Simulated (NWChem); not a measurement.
**Atomisation of H$_{2}$Cl$_{3}$NSi**

```
Si
N 1 1.6998
H 2 1.0152 1 120.99
H 2 1.0152 3 112.81 1 154.71
Cl 1 2.0596 2 108.26 3 -43.35
Cl 1 2.0596 2 108.26 3 -164.00
Cl 1 2.0719 2 115.20 3 76.32
```
Charge 0, spin multiplicity 1.

Everything below was run with NWChem. All single points use one geometry, from B3LYP/def2-SVP, a minimum by its harmonic frequencies.

Basis set: def2-TZVP. The atomisation energy is electronic alone: no zero-point, thermal, spin-orbit or counterpoise terms. No value is extrapolated to the basis-set limit. Free atoms are single determinants with multiplicities N 4, Si 3, Cl 2, H 2.

B3LYP has NWChem's definition, with VWN1-RPA local correlation. The structure started from a generated list of species. The stability of the SCF solutions was not checked. Open-shell Hartree-Fock references start from PBE0 orbitals.

Problem. For the atomisation energy, PBE0 gives 564.8 kcal/mol and B3LYP gives 553.5 kcal/mol. What do PBE, TPSS, HF give?

Solution. PBE: 574.5 kcal/mol; TPSS: 563.8 kcal/mol; HF: 401.2 kcal/mol.
